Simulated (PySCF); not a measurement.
Species: GeIH3.
Z-matrix (Å and degrees, PBE0-D3(BJ)/def2-SVP geometry), rows numbered from 1:
```
Ge
I   1  2.5202
H   1  1.5344  2  107.51
H   1  1.5344  2  107.51  3  -120.00
H   1  1.5344  2  107.51  3   119.99
```

Theory: PySCF 2.14.0, density-fitted response routines, TDDFT CAM-B3LYP/def2-SVPD, vertical, gas phase, core orbitals frozen in the response, def2 core potentials past Kr. Spin–orbit coupling is left out.

Computed singlets:

| state | E (eV) | f |
| --- | --- | --- |
| S1 | 5.06 | 0.0079 |
| S2 | 5.06 | 0.0079 |
| S3 | 6.72 | 0.036 |
| S4 | 6.72 | 0.036 |
| S5 | 7.30 | 0.110 |
| S6 | 7.38 | 0.0000 |
| S7 | 7.49 | 0.0001 |
| S8 | 7.49 | 0.0001 |
| S9 | 7.75 | 0.017 |
| S10 | 7.75 | 0.017 |
| S11 | 7.90 | 0.0043 |
| S12 | 7.90 | 0.0043 |
| S13 | 7.91 | 0.564 |
| S14 | 7.95 | 0.0000 |
| S15 | 8.08 | 0.038 |

Q: How much of the mean static polarisability do these states give, one by one?

A: Each state adds f / ΔE² (ΔE in hartree, 27.2114 eV).

| state | f/ΔE² (au) | running sum (au) | running share of α (%) |
| --- | --- | --- | --- |
| S1 | 0.23 | 0.23 | 0.3 |
| S2 | 0.23 | 0.46 | 0.7 |
| S3 | 0.60 | 1.06 | 1.5 |
| S4 | 0.60 | 1.65 | 2.4 |
| S5 | 1.53 | 3.18 | 4.7 |
| S6 | 0.00 | 3.18 | 4.7 |
| S7 | 0.00 | 3.18 | 4.7 |
| S8 | 0.00 | 3.18 | 4.7 |
| S9 | 0.21 | 3.39 | 5.0 |
| S10 | 0.21 | 3.60 | 5.3 |
| S11 | 0.05 | 3.65 | 5.3 |
| S12 | 0.05 | 3.70 | 5.4 |
| S13 | 6.68 | 10.38 | 15.2 |
| S14 | 0.00 | 10.38 | 15.2 |
| S15 | 0.43 | 10.81 | 15.8 |

The full response gives 68.29 au (10.12 Å³), so 57.5 au comes from the higher roots of the same equations.

Q: By how much does the contribution of these states grow at 589.3 nm?

A: With ω = 0.0773 hartree each state's term in the mean polarisability goes from f / ΔE² to f / (ΔE² − ω²); the sum over all 15 states goes from 10.81 to 11.76 au, a rise of 0.95 au.

The largest single term belongs to S13, which also has the largest f.
